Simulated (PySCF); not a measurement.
F₃HSSn, SMILES [F][Sn]([F])([F])[SH]. Atoms are numbered in the order given.

```xyz
6

F      0.8045     1.1063     1.5280
Sn     0.0054     0.2200     0.0000
F     -1.8825     0.6740     0.0000
F      0.8045     1.1063    -1.5280
S      0.2091    -2.1706     0.0000
H     -1.1551    -2.2515     0.0000
```
Charge 0, spin multiplicity 1.

Geometry: PBE-D3(BJ)/def2-SVP. The structure was generated by enumeration; whether it is a known compound was not checked. The def2 effective core potentials stand for the cores of Sn; spin–orbit coupling is left out. Other conformers were not sampled.

The numbers are results of PBE-D3(BJ)/def2-SVP (PySCF), not measurements.

Frequencies are harmonic and unscaled.

```
mode  ν (cm⁻¹)  IR (km/mol)  moving atoms (share of kinetic energy)
----  --------  -----------  --------------------------------------
1           76          7.5                  H 53 %, F 35 %, S 11 %
2          105          4.0                 F 59 %, S 28 %, Sn 11 %
3          119          0.1         F 44 %, H 26 %, S 18 %, Sn 13 %
4          160         16.2                         F 85 %, Sn 14 %
5          168         31.6                 F 66 %, H 18 %, Sn 12 %
6          180         44.4                         F 78 %, Sn 15 %
7          355         15.6                         S 75 %, Sn 19 %
8          612         42.4                          F 91 %, Sn 8 %
9          636         54.0                         F 83 %, Sn 17 %
10         637         55.6                         F 82 %, Sn 17 %
11         715          5.7                                  H 93 %
12        2600          5.9                                  H 97 %
```
